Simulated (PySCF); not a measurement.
## Electronic structure of P³⁺ (phosphorus, charge +3) at the UHF level

Configuration: [Ne] 3s2, closed-shell 1S. Calculation: PySCF 2.14, in pcseg-2 (5s4p2d1f, 34 functions); no relativity, point nucleus.

```json
{
  "Total energy": "-338.554771 hartree",
  "One-electron energy": "-451.8643 hartree",
  "Hartree (Coulomb) energy": "134.9684 hartree",
  "Exchange energy": "-21.6589 hartree",
  "Kinetic energy": "339.00386 hartree",
  "⟨S²⟩": "0.0000",
  "⟨L²⟩": "0.000",
  "Sum of ⟨r⟩": "7.520 bohr",
  "Sum of ⟨r²⟩": "8.960 bohr²",
  "Density at the nucleus (Gaussians lack the cusp)": "2140 bohr⁻³",
  "Langevin diamagnetic susceptibility": "-7.10 ×10⁻⁶ cm³/mol",
  "Time after the integrals": "0.1 s of wall time on 1 thread of Neoverse-N1 (shared host)"
}
```

```json
{"shell": "1s", "electrons": "2", "mean orbital energy (hartree)": "-81.40996", "rms radius, mean of both spins (bohr)": "0.120"}
{"shell": "2s", "electrons": "2", "mean orbital energy (hartree)": "-8.93135", "rms radius, mean of both spins (bohr)": "0.561"}
{"shell": "2p", "electrons": "6", "mean orbital energy (hartree)": "-6.81634", "rms radius, mean of both spins (bohr)": "0.538"}
{"shell": "3s", "electrons": "2", "mean orbital energy (hartree)": "-1.83230", "rms radius, mean of both spins (bohr)": "1.81"}
```
